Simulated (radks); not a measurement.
Values are calculated unless marked as measured or tabulated.
Initial-state core-level shifts of neutral thallium when its valence configuration changes from [Hg] 6p1. Code: a radial shooting solver on a logarithmic mesh with Libxc functionals. Model: scalar-relativistic Kohn-Sham, PBE, spin-polarised, spherical densities, finite nucleus; open shells are filled with parallel spins first (spin-orbit coupling, left out, can overturn this in heavy ions); Fermi nuclear charge, rms radius 5.4759 fm. Shifts are changes of the shell-averaged eigenvalues in eV (positive: less bound); the change of the density at the nucleus, which sets a Mossbauer isomer shift, is in e/bohr^3, on a base of 2.72e+06.

valence                          3p       3d       4s       4d  density at nucleus
[Xe] 4f13 5d10 6s2 6p2      -22.763  -22.623  -19.930  -18.681              +261.0
[Xe] 4f14 5d9 6s2 6p2        -5.652   -5.671   -5.600   -5.596               +72.7
[Xe] 4f13.5 5d9.5 6s2 6p2   -14.137  -14.077  -12.735  -12.114              +166.2
[Xe] 4f14 5d9.5 6s2 6p1.5    -2.834   -2.843   -2.810   -2.809               +36.2
[Xe] 4f13.5 5d10 6s2 6p1.5  -11.267  -11.196   -9.896   -9.278              +128.9
[Xe] 4f14 5d10 6s1 6p2       -1.639   -1.636   -1.649   -1.647              -199.5
[Xe] 4f14 5d8 6s2 6p3       -11.300  -11.342  -11.176  -11.166              +147.1
[Xe] 4f14 5d9.5 6s1 6p2.5    -4.342   -4.348   -4.328   -4.324              -177.3
[Xe] 4f13 5d10 6s1 6p3      -24.202  -24.059  -21.378  -20.127               +25.9
